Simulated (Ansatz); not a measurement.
Cost and result for the atomization energy of `O=C[SiH]([SiH3])[SiH3]` (13 atoms, 12 bonds).

```xyz
13

O    -1.637    1.116   -1.760
C    -0.617    1.510   -1.256
Si    0.539    0.352   -0.229
Si   -0.114    0.556    2.012
Si    0.285   -1.836   -1.011
H    -0.331    2.584   -1.361
H     1.938    0.852   -0.370
H    -0.035    1.976    2.449
H     0.779   -0.264    2.873
H    -1.512    0.077    2.162
H     0.533   -1.893   -2.475
H    -1.090   -2.314   -0.717
H     1.262   -2.717   -0.317
```

Total charge 0; spin multiplicity 1. The structure was optimised at the PBE0-D4/def2-TZVP level. It is one conformer, not always the lowest. Program: Ansatz. All runs use 4 threads of an Arm Neoverse V1 on a shared host. Times are those of one run each, without the atoms' runs, and a repeat can differ threefold. Electronic energies, without spin–orbit coupling; frozen cores. CCSD(T)/CBS adds CCSD(T) − MP2 in def2-TZVPP to the MP2 limit, and its time is that of the two runs behind it. T1 = 0.016. B3LYP takes the VWN-RPA correlation (the form of Gaussian; ORCA's B3LYP/G).

CCSD(T)/CBS is a level of theory with its own doubt, some kJ/mol a heavy atom from the limit and from the frozen cores, so smaller differences don't rank the functionals.

| level | functions | wall time | atomization (kcal/mol) | difference from CCSD(T)/CBS | per bond |
| --- | --- | --- | --- | --- | --- |
| PBE-D4/def2-TZVPP (with forces) | 300 | 3.8 s | 1010.5 | 5.5 | 0.5 |
| PBE0-D4/def2-TZVPP | 300 | 4.9 s | 997.2 | -7.8 | -0.7 |
| r2SCAN-D4/def2-TZVPP (with forces) | 300 | 6.5 s | 1006.5 | 1.5 | 0.1 |
| B3LYP-D4/def2-TZVPP (with forces) | 300 | 7.5 s | 1004.5 | -0.5 | 0.0 |
| B2PLYP/def2-TZVPP | 300 | 8.5 s | 989.5 | -15.5 | -1.3 |
| ωB97X-V/def2-TZVPP | 300 | 12 s | 1013.2 | 8.2 | 0.7 |
| ωB97M-V/def2-TZVPP (with forces) | 300 | 18 s | 1004.4 | -0.6 | -0.1 |
| MP2/def2-QZVPP | 564 | 37 s | 995.2 | -9.8 | -0.8 |
| CCSD(T)/def2-TZVPP | 300 | 4.7 min | 978.0 | -27.0 | -2.3 |
| CCSD(T)/CBS(def2) | – | 5.3 min | 1005.0 | 0.0 | 0.0 |

The D4 term adds +12.3 kcal/mol with B3LYP and +6.6 kcal/mol with PBE0; it sums over pairs of atoms, weighted by their polarisabilities, and B3LYP, whose exchange is more repulsive, gets the larger term. From PBE to PBE0 (25 % exact exchange), in def2-TZVPP and without D4, the atomization energy moves by −12.2 kcal/mol: exact exchange takes away binding that semilocal exchange gives to molecules. In def2-TZVPP, CCSD(T) changes the Hartree–Fock value by +241.0 kcal/mol (the triples alone add +13.6 kcal/mol) and MP2 by +242.1 kcal/mol; breaking electron pairs costs correlation energy, which Hartree–Fock lacks.
